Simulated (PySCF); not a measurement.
# SmF3(NH3) at several levels of theory

Computed with PySCF 2.14.0 (density fitting, no spin-orbit coupling) at the geometry relaxed with PBE0:

```xyz
8
SmF3(NH3) (singlet in the valence; each metal's 4f electrons, 5 of them, lie in its core potential, out of spins and levels)
Sm    0.1171   -0.1171    0.1171
F     1.0972    1.4330    1.0972
F    -1.4330   -1.0972    1.0972
F     1.0972   -1.0972   -1.4330
N    -1.3710    1.3710   -1.3710
H    -1.9810    1.9810   -0.8236
H    -0.8236    1.9810   -1.9810
H    -1.9810    0.8236   -1.9810
```

```tsv
level	basis	state	HOMO (eV)	gap (eV)	charge on Sm1 (e)	population of f-type functions on Sm1 (polarisation alone where 4f lies in the core)	dipole about the centre of mass (D)	largest force component (eV/Å)
PBE0	Sm lcecp-1-SVP with ECP51, F def2-SVP, N def2-SVP, H def2-SVP	singlet	-9.26	8.45	1.19	0.11	5.60	0.01
revPBE	the same	singlet	-7.25	5.80	0.98	0.10	5.48	0.27
M06-L	the same	singlet	-7.60	6.93	1.34	0.10	5.44	0.19
```

In the lcecp rows the 4f levels are missing from HOMO and gap, and the state counts the valence alone.

Charges are Mulliken's, which hang on the basis. The relaxation used the grid (50, 194), these runs (75, 302) or, all-electron (x2c bases, spin-free X2C Hamiltonian), (99, 590).

Question: What does PBE0 with Sm lcecp-1-TZVP with ECP51, F def2-TZVP, N def2-TZVP, H def2-TZVP give here?

Answer: state singlet, HOMO (eV) -9.46, gap (eV) 8.46, charge on Sm1 (e) 1.62, population of f-type functions on Sm1 (polarisation alone where 4f lies in the core) 0.13, dipole about the centre of mass (D) 5.55, largest force component (eV/Å) 0.22. Time: 15 s on 2 threads of Arm Neoverse V1, on a shared host, from free ions and atoms.

In the first row's basis the gap widens with exact exchange: 5.8 to 6.9 eV for revPBE, M06-L (none); 8.5 eV for PBE0 (a fixed share).

An lcecp potential fixes the number of 4f electrons, so in runs with it no electron can move into or out of that shell.
